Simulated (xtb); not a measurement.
xtb input (GFN2-xTB):

```bash
xtb mol.xyz --gfn 2 --sp --chrg 0 --uhf 0
```
mol.xyz:
```
15

C      1.96671754     1.33625497    -0.10266147
C      0.67226136     1.05137167     0.07329669
B      0.06283582    -0.37103810    -0.07869627
C      0.92942526    -1.62546751    -0.45992008
C     -1.46269884    -0.60006360     0.14812497
C     -2.34504432     0.34948808     0.47654847
H      2.36276031     2.34008827     0.01059776
H      2.68782301     0.57203564    -0.36891582
H      0.03007771     1.88845091     0.33893809
H      1.99328536    -1.44854020    -0.61496062
H      0.82526941    -2.39366204     0.31556622
H      0.52843731    -2.08631819    -1.37051087
H     -1.85696247    -1.60940611     0.03354829
H     -3.39934275     0.13949351     0.62387808
H     -2.04949296     1.38354713     0.61300875
```

End of the output:

```
         :::::::::::::::::::::::::::::::::::::::::::::::::::::
         ::                     SUMMARY                     ::
         :::::::::::::::::::::::::::::::::::::::::::::::::::::
         :: total energy             -16.432047592340 Eh    ::
         :: gradient norm              0.016274838342 Eh/a0 ::
         :: HOMO-LUMO gap              3.150388059256 eV    ::
         ::.................................................::
         :: SCC energy               -16.719937693434 Eh    ::
         :: -> isotropic ES            0.022113693062 Eh    ::
         :: -> anisotropic ES          0.006039454062 Eh    ::
         :: -> anisotropic XC          0.013888489950 Eh    ::
         :: -> dispersion             -0.008261715283 Eh    ::
         :: repulsion energy           0.287890101094 Eh    ::
         :: add. restraining           0.000000000000 Eh    ::
         :: total charge              -0.000000000000 e     ::
         :::::::::::::::::::::::::::::::::::::::::::::::::::::

           -------------------------------------------------
          |                Property Printout                |
           -------------------------------------------------

    * Orbital Energies and Occupations

         #    Occupation            Energy/Eh            Energy/eV
      -------------------------------------------------------------
         1        2.0000           -0.6000571             -16.3284
       ...           ...                  ...                  ...
         4        2.0000           -0.5398199             -14.6892
         5        2.0000           -0.5368125             -14.6074
         6        2.0000           -0.4985821             -13.5671
         7        2.0000           -0.4957231             -13.4893
         8        2.0000           -0.4699449             -12.7879
         9        2.0000           -0.4557831             -12.4025
        10        2.0000           -0.4550086             -12.3814
        11        2.0000           -0.4394920             -11.9592
        12        2.0000           -0.4381012             -11.9213
        13        2.0000           -0.4153331             -11.3018
        14        2.0000           -0.4028841             -10.9630
        15        2.0000           -0.3968287             -10.7983
        16        2.0000           -0.3897071             -10.6045 (HOMO)
        17                         -0.2739325              -7.4541 (LUMO)
        18                         -0.2018490              -5.4926
        19                         -0.1092854              -2.9738
        20                          0.1103795               3.0036
        21                          0.1268508               3.4518
        22                          0.1511689               4.1135
        23                          0.1563518               4.2545
        24                          0.1866026               5.0777
        25                          0.2038411               5.5468
        26                          0.2199105               5.9841
        27                          0.2560871               6.9685
       ...                                ...                  ...
        33                          0.6176647              16.8075
      -------------------------------------------------------------
                  HL-Gap            0.1157746 Eh            3.1504 eV
             Fermi-level           -0.3318198 Eh           -9.0293 eV

     #   Z          covCN         q      C6AA      α(0)
     1   6 C        2.833    -0.067    29.659     8.924
     2   6 C        2.807    -0.102    30.563     9.057
     3   5 B        2.707     0.235    17.927     7.101
     4   6 C        3.672    -0.185    24.410     7.081
     5   6 C        2.807    -0.105    30.634     9.068
     6   6 C        2.833    -0.068    29.672     8.926
     7   1 H        0.925     0.031     2.567     2.505
     8   1 H        0.925     0.039     2.460     2.453
     9   1 H        0.925     0.026     2.638     2.540
    10   1 H        0.925     0.026     2.651     2.546
    11   1 H        0.924     0.039     2.463     2.454
    12   1 H        0.924     0.039     2.463     2.454
    13   1 H        0.925     0.025     2.662     2.551
    14   1 H        0.925     0.031     2.576     2.510
    15   1 H        0.925     0.037     2.494     2.469

 Mol. C6AA /au·bohr⁶  :       2067.086605
 Mol. C8AA /au·bohr⁸  :      48901.999597
 Mol. α(0) /au        :         72.641827

Wiberg/Mayer (AO) data.
largest (>0.10) Wiberg bond orders for each atom

 ---------------------------------------------------------------------------
     #   Z sym  total        # sym  WBO       # sym  WBO       # sym  WBO
 ---------------------------------------------------------------------------
     1   6 C    3.988 --     2 C    1.922     7 H    0.977     8 H    0.973
     2   6 C    3.963 --     1 C    1.922     3 B    1.045     9 H    0.964
     3   5 B    3.365 --     2 C    1.045     5 C    1.040     4 C    1.038
     4   6 C    3.972 --     3 B    1.038    10 H    0.983    11 H    0.958
                            12 H    0.958
     5   6 C    3.961 --     6 C    1.923     3 B    1.040    13 H    0.969
     6   6 C    3.989 --     5 C    1.923    14 H    0.977    15 H    0.973
     7   1 H    0.999 --     1 C    0.977
     8   1 H    0.998 --     1 C    0.973
     9   1 H    0.999 --     2 C    0.964
    10   1 H    0.999 --     4 C    0.983
    11   1 H    0.998 --     4 C    0.958
    12   1 H    0.998 --     4 C    0.958
    13   1 H    0.999 --     5 C    0.969
    14   1 H    0.999 --     6 C    0.977
    15   1 H    0.999 --     6 C    0.973
 ---------------------------------------------------------------------------

Topologies differ in total number of bonds
Writing topology from bond orders to xtbtopo.mol

molecular dipole:
                 x           y           z       tot (Debye)
 q only:        0.023       0.011      -0.002
   full:        0.000       0.016       0.003       0.040
molecular quadrupole (traceless):
                xx          xy          yy          xz          yz          zz
 q only:        0.129      -0.072       0.095      -0.080       0.076      -0.225
  q+dip:        2.273       0.282       2.108      -1.196       1.212      -4.381
Note: The following floating-point exceptions are signalling: IEEE_UNDERFLOW_FLAG IEEE_DENORMAL
normal termination of xtb
   full:        0.683       0.145       0.663      -0.353       0.364      -1.346

           -------------------------------------------------
          | TOTAL ENERGY              -16.432047592340 Eh   |
          | GRADIENT NORM               0.016274838342 Eh/α |
          | HOMO-LUMO GAP               3.150388059256 eV   |
           -------------------------------------------------

------------------------------------------------------------------------
------------------------------------------------------------------------
 total:
 SCF:
```
